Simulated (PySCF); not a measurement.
Can point charges reproduce the dipole moment of `[Si](N)(OC)(N)C#N`?

Coordinates (GFN2-xTB, Å) and charges (e) from the PBE0/pcSseg-1 density (PySCF):

| atom | x | y | z | Mulliken | IAO | Hirshfeld | ESP-fitted |
| --- | --- | --- | --- | --- | --- | --- | --- |
| C1 | 2.069 | -0.440 | 0.485 | -0.0112 | -0.1961 | -0.0290 | -0.1363 |
| O2 | 0.897 | -0.749 | -0.210 | -0.6341 | -0.6373 | -0.2219 | -0.3720 |
| Si3 | -0.518 | 0.035 | -0.225 | +1.2143 | +1.4340 | +0.5121 | +1.0264 |
| N4 | -1.049 | 0.474 | 1.354 | -0.6358 | -0.8526 | -0.3138 | -1.0623 |
| N5 | -1.503 | -1.069 | -1.103 | -0.6043 | -0.8559 | -0.3199 | -1.0641 |
| C6 | -0.366 | 1.717 | -1.055 | -0.2411 | -0.2027 | -0.0461 | +0.0933 |
| N7 | -0.301 | 2.725 | -1.594 | -0.2170 | -0.2100 | -0.2140 | -0.3845 |
| H8 | 2.228 | -1.187 | 1.266 | +0.1100 | +0.1434 | +0.0459 | +0.1141 |
| H9 | 2.025 | 0.548 | 0.944 | +0.1050 | +0.1353 | +0.0449 | +0.0941 |
| H10 | 2.907 | -0.472 | -0.216 | +0.1186 | +0.1512 | +0.0493 | +0.0963 |
| H11 | -1.859 | 1.062 | 1.460 | +0.1978 | +0.2746 | +0.1242 | +0.4055 |
| H12 | -1.038 | -0.230 | 2.074 | +0.1987 | +0.2703 | +0.1245 | +0.4096 |
| H13 | -1.071 | -1.636 | -1.813 | +0.2045 | +0.2786 | +0.1239 | +0.3798 |
| H14 | -2.422 | -0.781 | -1.391 | +0.1946 | +0.2672 | +0.1200 | +0.4003 |

Task: Form Σ q r in debye for every column and set it beside the full dipole.

Result: The full density gives (-0.92, -2.95, 2.10) D, 3.73 D in size; dipole vectors point from the negative to the positive end.

```
    scheme     μx     μy    μz  size (D)  share of the full size (%)  angle to the full dipole (°)
  Mulliken   0.22  -2.83  2.56      3.82                         102                            19
       IAO  -0.51  -1.91  2.00      2.81                          75                            11
 Hirshfeld  -0.39  -2.49  1.79      3.09                          83                             7
ESP-fitted  -0.88  -2.91  2.11      3.70                          99                             1
```

Task: Which set comes closest?

Result: Length of the difference vector: ESP-fitted 0.06 D, Hirshfeld 0.77 D, IAO 1.12 D, Mulliken 1.24 D. Closest: ESP-fitted. The schemes that divide the density aren't constrained to reproduce the dipole.

Task: What is left for the Hirshfeld atoms' own dipoles?

Result: The shares of the density sum to the whole, so what Σ q r misses lies in dipoles about the nuclei. The atomic dipoles sum to (-0.92, -2.95, 2.10) − (-0.39, -2.49, 1.79) = (-0.53, -0.46, 0.31) D, 0.77 D in size.

Task: With the origin at the mean of the coordinates, (0.000, 0.000, -0.002) Å, which are the largest single terms, by size, of the ESP-fitted dipole along the direction of the full one?

Result: N7 +5.49, N4 -3.30, H12 +3.16, N5 -3.05, H13 +0.98 D; all 14 atoms together +3.70 D. The single terms depend on the origin, their sum doesn't.

Task: Give the size of the full dipole in other units.

Result: 3.73 D = 1.468 au = 0.777 e·Å = 12.45 × 10⁻³⁰ C·m.

Geometry: GFN2-xTB, one conformer, isolated molecule.

The values belong to the conformer `[CH3:1][O:2][Si:3]([NH2:4])([NH2:5])[C:6]#[N:7]`: C1–O2–Si3–N4 -46°, H–N4–Si3–O2 173°, H–N4–Si3–O2 -49°, H–N5–Si3–O2 -32°, H–N5–Si3–O2 -171°.
